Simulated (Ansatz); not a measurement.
B$_{2}$H$_{6}$O$_{2}$ (`[BH2-]1[OH+][BH2-][OH+]1`), relaxed with RKS PBE0-D4/def2-TZVP in Ansatz 0.2.0 from a PBE-D4/def2-SVP geometry. The force threshold is 0.005 eV/Å; the program also tests the step.

The species carries charge 0 and has multiplicity 1.

Start:

```xyz
10

B     0.278   -0.745   -0.779
O    -0.639   -0.788    0.497
B    -0.563    0.781    0.558
O     0.452    0.812   -0.642
H     1.335   -1.336   -0.598
H    -0.371   -1.010   -1.772
H    -0.168   -1.188    1.250
H    -0.047    1.171    1.598
H    -1.626    1.267    0.223
H     1.348    1.035   -0.334
```

Problem. How much energy does the relaxation release, and in how many steps? (Estimate.)

Solution. Ansatz gave: 3.56 kJ/mol, in 5 steps.

Problem. Which bonds change most? (An estimate is asked.)

Solution. Computed: B3–H8 from 1.224 to 1.204 Å; B1–H5 from 1.224 to 1.204 Å; B3–H9 from 1.216 to 1.196 Å; B1–H6 from 1.216 to 1.196 Å.

Problem. Give the relaxed structure. (Best estimate.)

Solution. Computed: 
```xyz
10

B     0.280   -0.739   -0.770
O    -0.628   -0.781    0.496
B    -0.555    0.775    0.556
O     0.452    0.803   -0.633
H     1.318   -1.324   -0.598
H    -0.361   -0.998   -1.746
H    -0.190   -1.194    1.243
H    -0.052    1.161    1.580
H    -1.600    1.250    0.224
H     1.337    1.046   -0.353
```
